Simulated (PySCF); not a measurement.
31P chemical shifts

- NMR shieldings at PBE0/pcSseg-1/GIAO
- GFN2-xTB geometry
- program: PySCF
- isolated molecule, one averaged value for each set of equivalent atoms, non-relativistic Hamiltonian, single conformer

Shieldings were converted by a linear fit to measured shifts: 31P (scatter 18.1 ppm rms vs H3PO4, solution or neat liquid). Occasional misses reach two or three times the rms, and more in compound classes unlike the fitted ones.

(1) Give the 31P shifts of `C#Cc1nn(C)cp1`.

(2) Order these by 31P shift, lowest first.
A. Cc1pc(C(C)(C)C)cs1
B. C=C[C@@H]1CC[P@]1(=S)C1CC1
C. Cn1cpc(C#N)c1
D. C#CCP1(=C)CCSCC1

Answers

(1) 
```csv
compound,environment,δ (ppm)
C#Cc1nn(C)cp1,"phosphorus bonded to 2 C, in a 5-membered ring",137.2
```

(2) D (6.7 ppm, phosphorus bonded to 4 C, in a 6-membered ring), B (57.5 ppm, phosphorus bonded to 3 C, S, in a 4-membered ring), C (137.9 ppm, phosphorus bonded to 2 C, in a 5-membered ring), A (197.0 ppm, phosphorus bonded to 2 C, in a 5-membered ring).
